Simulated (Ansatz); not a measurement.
Molecule: sum formula Si2H5Cl, charge 0, multiplicity 1. 
Coordinates optimised at B3LYP-D3(BJ)/def2-TZVP (Ansatz, an electronic-structure program):
SMILES: [SiH3][SiH2]Cl
```xyz
8

Si    -1.8389    -0.3520     0.1356
Si     0.4719    -0.7234     0.0485
Cl     1.4291     1.1058    -0.1906
H     -2.2873     0.2871    -1.1232
H     -2.5446    -1.6459     0.3062
H     -2.1572     0.5330     1.2799
H      0.9808    -1.3367     1.2956
H      0.8513    -1.5815    -1.0961
```
Charge 0, spin multiplicity 1.

Property: atomisation energy (electronic, to ground-state atoms), in kcal/mol. Valence correlation only, unless marked. UHF or UKS for open shells. Spin-orbit coupling is left out. Non-relativistic. The coupled-cluster limit lacks core correlation, which all-electron functionals hold. Basis-set limits of correlation are two-point, X^-3; Hartree-Fock from the larger set (for Q and 5 zeta extrapolated as (X+1)exp(-9√X)). The bracket is a focal-point correction in the basis named.

| level | program | atomisation energy (kcal/mol) | minus last row |
|---|---|---|---|
| HF/6-31G | Ansatz | 346.4 | -205.1 |
| HF/aug-cc-pV(T+d)Z | Ansatz | 424.3 | -127.2 |
| HF/cc-pV(T+d)Z | Ansatz | 424.1 | -127.4 |
| PBE/def2-TZVPD | Ansatz | 537.6 | -13.9 |
| BLYP/def2-TZVPD | Ansatz | 530.3 | -21.2 |
| revPBE-D3(BJ)/def2-TZVPD | Ansatz + dftd3 | 534.1 | -17.4 |
| PBE0/6-31G* | Ansatz | 532.2 | -19.3 |
| BHLYP-D4/def2-TZVPD | Ansatz + dftd4 | 543.9 | -7.6 |
| r2SCANh/def2-TZVPD | Ansatz | 547.2 | -4.3 |
| r2SCAN0-D4/def2-TZVPD | Ansatz + dftd4 | 546.6 | -4.9 |
| B2GP-PLYP-D4/def2-TZVPD | Ansatz + dftd4 | 539.2 | -12.3 |
| B2GP-PLYP/def2-TZVPD | Ansatz | 537.5 | -14.0 |
| MP2/STO-3G | Ansatz | 639.9 | 88.4 |
| SCS-MP2/cc-pV(D+d)Z | Ansatz | 506.1 | -45.4 |
| SCS-MP2/aug-cc-pV(Q+d)Z | Ansatz | 550.5 | -1.0 |
| CCSD/cc-pV(D+d)Z | Ansatz | 501.9 | -49.6 |
| CCSD/aug-cc-pV(T+d)Z | Ansatz | 532.9 | -18.6 |
| CCSD/cc-pV(T+d)Z | Ansatz | 529.8 | -21.7 |
| CCSD/CBS(aug-cc-pV(T+d)Z,aug-cc-pV(Q+d)Z) | Ansatz | 546.7 | -4.8 |
| RI-MP2/CBS(cc-pV(T+d)Z,cc-pV(Q+d)Z)+[CCSD(T)-MP2]/cc-pV(T+d)Z | Ansatz | 551.7 | 0.2 |
| CCSD(T)/CBS(cc-pV(Q+d)Z,cc-pV(5+d)Z) | Ansatz | 551.5 | 0.0 |
